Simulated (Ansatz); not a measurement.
Reaction (hydrogenolysis of the In–N bond): `[NH2][InH][OH]` + H₂ → `[OH][InH2]` + NH₃

Calculated with Ansatz (gas phase, PBE0-D4/def2-TZVP geometries, no zero-point term in ΔE). CCSD(T)/CBS is the MP2 limit (def2-TZVPP, def2-QZVPP) plus CCSD(T) − MP2 in def2-TZVPP, frozen cores. This one scheme is used for every species. Functionals use def2-TZVPP. def2 core potentials past Kr. For In outer-core shells are correlated without core-valence functions, which leaves a few kJ/mol of doubt a bond. Each species was taken in one conformer, which may not be the lowest.

```
         species  r2SCAN0 energy (Eh)
`[NH2][InH][OH]`           -322.53749
              H₂             -1.17054
    `[OH][InH2]`           -267.17254
             NH₃            -56.54138
```

(1) Work out ΔE.

(2) What do rigid-rotor, harmonic-oscillator terms from PBE0-D4/def2-TZVP frequencies (298.15 K, 1 bar) make of the CCSD(T)/CBS value? (Best estimate.)

Largest T1 diagnostic among the species: 0.017.

## Answers

(1) ΔE = (-267.17254) + (-56.54138) − (-322.53749) − (-1.17054) = -0.00589 Eh = -15.5 kJ/mol. CCSD(T)/CBS gives -3.2 kJ/mol.

(2) The calculation gave: ΔZPE = +13.9 kJ/mol, ΔH = +7.6 kJ/mol, ΔS = 21 J/(mol·K), ΔG = +1.3 kJ/mol.

At CCSD(T), def2-SVP lies −14.7 kJ/mol from the extrapolated value and def2-TZVPP −6.0 kJ/mol. Leaving LDA and LC-ωPBE aside and taking each functional with its dispersion term where it has one, the values, not all of them listed here, spread over 18.0 kJ/mol, from B97M-V to BLYP-D4.
